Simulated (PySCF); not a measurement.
Mayer bond orders and bond lengths

C₂H₅BF₂O.
Numbering: `[CH3:1][BH:2][O:3][CH:4]([F:5])[F:6]` (hydrogens: H7, H8, H9 on C1; H10 on B2; H11 on C4)

Geometry (PBE0-D3(BJ)/def2-SVP, Å), atoms numbered from 1 in this order:
```xyz
11
C2H5BF2O angstrom
C     -1.7115    0.6373    0.4632
B     -0.4996   -0.2548    0.0535
O      0.6637    0.3970   -0.2879
C      1.7816   -0.2846   -0.6622
F      1.5490   -1.0006   -1.7726
F      2.1622   -1.1428    0.2965
H     -1.4918    1.0985    1.4431
H     -2.6562    0.0853    0.5555
H     -1.8436    1.4744   -0.2414
H     -0.5132   -1.4635    0.0331
H      2.5989    0.4290   -0.8548
```

Bond orders from the PBE0/pcSseg-1 density (PySCF). The structure is a single PBE0-D3(BJ)/def2-SVP conformer in the gas phase; no vibrational or solvent corrections.

Task: How far do the computed orders between heavy atoms stray from the drawn ones?

Result: The largest departure is 0.109, at B2–O3 (drawn single, 1.109).

Task: Give the Mayer order of every bond, beside its length.

Result: 
```csv
bond,drawn as,length (Å),Mayer order
C1–B2,single,1.560,1.046
B2–O3,single,1.376,1.109
O3–C4,single,1.362,1.004
C4–F5,single,1.342,0.971
C4–F6,single,1.342,0.971
C1–H7,single,1.105,0.940
C1–H8,single,1.098,0.965
C1–H9,single,1.102,0.950
B2–H10,single,1.209,0.964
C4–H11,single,1.102,0.941
```

Task: Sum the orders of all bonds at each heavy atom with more than one neighbour and set the sums beside the valence in the SMILES.

Result: C1 3.901 (drawn 4), B2 3.119 (drawn 3), O3 2.113 (drawn 2), C4 3.887 (drawn 4). Orders between atoms that aren't bonded are not in these sums.

Mayer orders depend on the basis set.

The run behind these numbers computed NMR shieldings as well. Time: 42 s (with the writing of density and orbital grids); peak memory 0.64 GiB. Hardware: an Intel Xeon at 2.50 GHz with one thread, shared host with 64 logical CPUs at a one-minute load of 62.
